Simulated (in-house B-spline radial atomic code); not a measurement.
## Two electrons outside the [Ne] 3s2 3p6 core: Br¹⁵⁺

Computed with an all-electron radial atomic-structure program (B-spline basis): configuration interaction (CI) of the two valence electrons in the field of the frozen Dirac-Fock core, alone and with many-body perturbation theory for the core (screened one- and two-electron correlation potentials), Breit and QED terms; no-pair Dirac Hamiltonian, finite nucleus. Labels give the configuration (outer n counted up each series) and the leading LS term, or the jj pair where no LS term holds 70 %.

Command:
```bash
python run_mb.py task.json out
```
Settings (nuclear radius in fm, box in bohr, cutoff in hartree):
```
basis_form          3
Z                   35
core_configuration  [Ne] 3s2 3p6
rms_radius          4.1629
mass_number         79
speed_of_light      137.036
box_radius          5.294
lmax                6
intervals           60
virtual_cutoff      2450.0
```

Cost of the run: 2.3 min on 1 thread of Arm Neoverse N1, on a shared host.

Excitation energies (cm⁻¹):

```tsv
level	purity of the LS term	CI alone	CI + MBPT + Breit + QED
3d2 3F2	0.967	0	0
3d2 3F3	1.0	9213	8958
3d2 3F4	0.988	19027	18293
3d2 (3/2,5/2)2	0.675 (1D)	42942	40440
3d2 3P0	0.985	46123	42852
3d2 3P1	1.0	?	?
3d2 3P2	0.702	?	?
3d2 1G4	0.987	67102	64490
3d2 1S0	0.984	144183	142267
```

Task: Where does 3d2 3P1 lie?

Result: 50305 cm⁻¹ in CI alone and 46912 cm⁻¹ with all corrections.

Task: Where does 3d2 3P2 lie?

Result: 59772 cm⁻¹ in CI alone and 56260 cm⁻¹ with all corrections.

Task: What is the first ionisation energy?

Result: 530.91 eV to the 3d3/2 state of the next ion (526.12 eV from CI alone). NIST lists 530 ± 3 eV (tabulated theory).
